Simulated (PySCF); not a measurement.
**Radial density of Zn²⁺ (zinc, charge +2)**

UHF, [Ar] 3d10, closed-shell 1S. Calculation: PySCF 2.14, in def2-TZVP (6s5p4d1f, 48 functions); no relativity, point nucleus.

```json
{"r (bohr)": "0.000711", "4πr²ρ (e/bohr)": "0.1120"}
{"r (bohr)": "0.00120", "4πr²ρ (e/bohr)": "0.3088"}
{"r (bohr)": "0.00201", "4πr²ρ (e/bohr)": "0.8299"}
{"r (bohr)": "0.00338", "4πr²ρ (e/bohr)": "2.165"}
{"r (bohr)": "0.00569", "4πr²ρ (e/bohr)": "5.331"}
{"r (bohr)": "0.00957", "4πr²ρ (e/bohr)": "11.97"}
{"r (bohr)": "0.0161", "4πr²ρ (e/bohr)": "22.95"}
{"r (bohr)": "0.0271", "4πr²ρ (e/bohr)": "34.08"}
{"r (bohr)": "0.0455", "4πr²ρ (e/bohr)": "34.84"}
{"r (bohr)": "0.0766", "4πr²ρ (e/bohr)": "28.94"}
{"r (bohr)": "0.129", "4πr²ρ (e/bohr)": "38.59"}
{"r (bohr)": "0.217", "4πr²ρ (e/bohr)": "35.29"}
{"r (bohr)": "0.365", "4πr²ρ (e/bohr)": "19.25"}
{"r (bohr)": "0.613", "4πr²ρ (e/bohr)": "24.63"}
{"r (bohr)": "1.03", "4πr²ρ (e/bohr)": "10.70"}
{"r (bohr)": "1.74", "4πr²ρ (e/bohr)": "1.489"}
{"r (bohr)": "2.92", "4πr²ρ (e/bohr)": "0.08272"}
{"r (bohr)": "4.91", "4πr²ρ (e/bohr)": "2.636e-05"}
```
